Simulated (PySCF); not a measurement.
Isomers of C4H8Si. All species are isolated molecules in the gas phase. One relaxed conformer stands for each flexible species; it need not be the lowest. Strings in code marks are SMILES.

Level of theory: PBE-D3(BJ)/def2-TZVP // B3LYP-D3(BJ)/def2-TZVP (PySCF 2.14.0). All candidates: neutral, multiplicity 1. Excitations are Tamm–Dancoff values on a coarser integration grid. The basis has no diffuse functions, so Rydberg states are missing or too high.

```json
{
 "T1 excitation (TDA)": "4.13 eV",
 "HOMO–LUMO gap": "5.03 eV",
 "LUMO": "-1.21 eV"
}
```

Problem. Identify which member has these values.
A) `C=C=[Si](C)C`
B) `[SiH3]C1=CCC1`
C) `CCC=C=[SiH2]`
D) `C#CC[SiH2]C`

Solution. B, `[SiH3]C1=CCC1`. The others give `C#CC[SiH2]C`: 5.35 eV, 6.15 eV, -0.05 eV; `CCC=C=[SiH2]`: 2.60 eV, 3.42 eV, -1.76 eV; `C=C=[Si](C)C`: 2.95 eV, 3.36 eV, -1.26 eV
